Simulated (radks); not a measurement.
Charge is removed step by step from the 2s down level of B+, starting from [He] 2s(up 1, down 1). Method: non-relativistic Kohn-Sham, PBEsol, spin-polarised, spherical densities, point nucleus; computed with a radial shooting solver on a logarithmic mesh with Libxc functionals.

removed (e)  E - E(0) (eV)  eigenvalue (eV)
0                    0.000          -19.373
0.25                 5.169          -21.974
0.5                 10.983          -24.525
0.75                17.418          -26.921

The mean slope of the eigenvalue, de/dn, is 10.1 eV per electron.
